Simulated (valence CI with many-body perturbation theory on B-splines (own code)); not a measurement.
Energy levels of Rb XXXII

Calculated by valence CI with perturbative core correlation (CI+MBPT): four valence electrons over a frozen Dirac-Fock core [He], a basis of 9 s, 9 p, 8 d, 6 f, 3 g, 1 h functions for each j, with the one-electron correlation potential Σ1 (screened to all orders), the two-electron term Σ2, the three-electron term Σ3, Breit, model QED; selected single and double excitations, second order for the rest, scaled by the run's own slope (own B-spline code, finite nucleus).

No measured spectrum was set against this ion. As an estimate, large intervals hold to a few tenths of a per cent, small ones and those within an open d or f shell to about a per cent. Among the levels kept, up to 850 cm⁻¹ of a level comes from second order outside the variational space, and about a tenth of that is noise between levels of different J, which matters for small intervals.

Levels 1 to 45 of 62, with energies above the lowest level, (2s^2 2p1/2^2) J=0. "Leading %" is the weight of the configuration and term that name the level; weights of strongly mixed levels are sums over their largest components and can fall short, so below about 35 % the name and the second component can differ from the true leading terms, or belong to a minority configuration. In the jj column 3d3/2^4 stands for four electrons in 3d with j = 3/2. Lifetimes count E1, E2, E3, M1 and M2 decay at the calculated energies, and are blank where another channel may lead or the interval is too uncertain; long ones can be off by a factor of two.

| No. | Configuration | Term | J | E (Ry) | Leading % | Lifetime | Leading jj |
| --- | --- | --- | --- | --- | --- | --- | --- |
| 1 | 2s2 2p2 | 3P | 0 | 0.00 | 78 |  | 2s^2 2p1/2^2 (97 %) |
| 2 | 2s2 2p2 | 3P | 1 | 4.13 | 99 | 763 ns | 2s^2 2p1/2 2p3/2 (99 %) |
| 3 | 2s2 2p2 | 1D | 2 | 4.91 | 52 | 227 μs | 2s^2 2p1/2 2p3/2 (97 %) |
| 4 | 2s2 2p2 | 3P | 2 | 9.60 | 52 | 347 ns | 2s^2 2p3/2^2 (97 %) |
| 5 | 2s2 2p2 | 1S | 0 | 11.42 | 76 | 168 ns | 2s^2 2p3/2^2 (96 %) |
| 6 | 2s 2p3 | 5S° | 2 | 11.59 | 70 | 446 ps | 2s 2p1/2^2 2p3/2 (76 %) |
| 7 | 2s 2p3 | 3D° | 1 | 14.88 | 56 | 13.7 ps | 2s 2p1/2^2 2p3/2 (86 %) |
| 8 | 2s 2p3 | 3D° | 2 | 16.31 | 61 | 40.3 ps | 2s 2p1/2 2p3/2^2 (80 %) |
| 9 | 2s 2p3 | 3D° | 3 | 17.61 | 100 | 50.8 ps | 2s 2p1/2 2p3/2^2 (100 %) |
| 10 | 2s 2p3 | 3P° | 0 | 19.22 | 100 | 13.4 ps | 2s 2p1/2 2p3/2^2 (100 %) |
| 11 | 2s 2p3 | 3P° | 1 | 19.68 | 48 | 9.20 ps | 2s 2p1/2 2p3/2^2 (90 %) |
| 12 | 2s 2p3 | 1D° | 2 | 20.29 | 50 | 8.52 ps | 2s 2p1/2 2p3/2^2 (78 %) |
| 13 | 2s 2p3 | 3S° | 1 | 21.02 | 45 | 4.93 ps | 2s 2p1/2 2p3/2^2 (88 %) |
| 14 | 2s 2p3 | 1D° | 2 | 24.02 | 47 | 9.41 ps | 2s 2p3/2^3 (80 %) |
| 15 | 2s 2p3 | 1P° | 1 | 26.51 | 57 | 4.09 ps | 2s 2p3/2^3 (89 %) |
| 16 | 2p4 | 3P | 2 | 29.48 | 77 | 6.43 ps | 2p1/2^2 2p3/2^2 (97 %) |
| 17 | 2p4 | 3P | 0 | 31.40 | 54 | 5.02 ps | 2p1/2^2 2p3/2^2 (94 %) |
| 18 | 2p4 | 3P | 1 | 34.02 | 99 | 4.50 ps | 2p1/2 2p3/2^3 (99 %) |
| 19 | 2p4 | 1D | 2 | 34.94 | 77 | 5.63 ps | 2p1/2 2p3/2^3 (98 %) |
| 20 | 2p4 | 1S | 0 | 40.69 | 53 | 3.58 ps | 2p3/2^4 (94 %) |
| 21 | 2s2 2p 3s | 3P° | 0 | 157.53 | 98 | 103 fs | 2s^2 2p1/2 3s (98 %) |
| 22 | 2s2 2p 3s | 3P° | 1 | 157.67 | 69 | 81.7 fs | 2s^2 2p1/2 3s (98 %) |
| 23 | 2s2 2p 3p | 3D | 1 | 160.08 | 71 | 6.11 ps | 2s^2 2p1/2 3p1/2 (98 %) |
| 24 | 2s2 2p 3p | 3P | 0 | 161.31 | 73 | 1.24 ps | 2s^2 2p1/2 3p1/2 (95 %) |
| 25 | 2s2 2p 3p | 3P | 1 | 161.86 | 40 | 1.22 ps | 2s^2 2p1/2 3p3/2 (93 %) |
| 26 | 2s2 2p 3p | 3D | 2 | 162.01 | 63 | 3.73 ps | 2s^2 2p1/2 3p3/2 (95 %) |
| 27 | 2s2 2p 3s | 3P° | 2 | 162.54 | 96 | 81.0 fs | 2s^2 2p3/2 3s (96 %) |
| 28 | 2s2 2p 3s | 1P° | 1 | 162.86 | 68 | 64.7 fs | 2s^2 2p3/2 3s (97 %) |
| 29 | 2s2 2p 3d | 3F° | 2 | 164.31 | 74 | 76.0 fs | 2s^2 2p1/2 3d3/2 (98 %) |
| 30 | 2s 2p2 3s | 5P | 1 | 164.47 | 71 | 125 fs | 2s 2p1/2^2 3s (79 %) |
| 31 | 2s2 2p 3d | 3D° | 1 | 165.21 | 55 | 8.69 fs | 2s^2 2p1/2 3d3/2 (96 %) |
| 32 | 2s2 2p 3d | 3P° | 2 | 165.23 | 44 | 13.2 fs | 2s^2 2p1/2 3d5/2 (97 %) |
| 33 | 2s2 2p 3d | 3F° | 3 | 165.27 | 57 | 16.8 fs | 2s^2 2p1/2 3d5/2 (96 %) |
| 34 | 2s 2p2 3s | 3P | 0 | 165.56 | 81 | 99.7 fs | 2s 2p1/2^2 3s (82 %) |
| 35 | 2s2 2p 3p | 3P | 1 | 165.57 | 53 | 1.33 ps | 2s^2 2p3/2 3p1/2 (91 %) |
| 36 | 2s2 2p 3p | 3P | 2 | 165.77 | 34 | 1.87 ps | 2s^2 2p3/2 3p1/2 (91 %) |
| 37 | 2s2 2p 3p | 3D | 3 | 166.52 | 95 | 3.89 ps | 2s^2 2p3/2 3p3/2 (95 %) |
| 38 | 2s2 2p 3p | 3S | 1 | 166.58 | 49 | 3.17 ps | 2s^2 2p3/2 3p3/2 (94 %) |
| 39 | 2s 2p2 3p | 5D° | 0 | 167.07 | 71 | 433 fs | 2s 2p1/2^2 3p1/2 (84 %) |
| 40 | 2s 2p2 3p | 5D° | 1 | 167.15 | 41 | 124 fs | 2s 2p1/2^2 3p1/2 (81 %) |
| 41 | 2s2 2p 3p | 1D | 2 | 167.40 | 39 | 334 fs | 2s^2 2p3/2 3p3/2 (66 %) |
| 42 | 2s 2p2 3s | 5P | 2 | 167.73 | 71 | 173 fs | 2s 2p1/2 2p3/2 3s (71 %) |
| 43 | 2s2 2p 3p | 1S | 0 | 168.47 | 72 | 767 fs | 2s^2 2p3/2 3p3/2 (95 %) |
| 44 | 2s 2p2 3s | 3P | 1 | 168.73 | 79 | 75.4 fs | 2s 2p1/2 2p3/2 3s (92 %) |
| 45 | 2s 2p2 3p | 5D° | 2 | 168.77 | 37 | 710 fs | 2s 2p1/2^2 3p3/2 (78 %) |

The ionisation energy to 2s2 2p 2P°_1/2 of the next ion comes out as 3821.5 eV (NIST: 3815 ± 4 eV (semi-empirical)). All 62 levels together are meant to be complete up to 171.81 Ry.
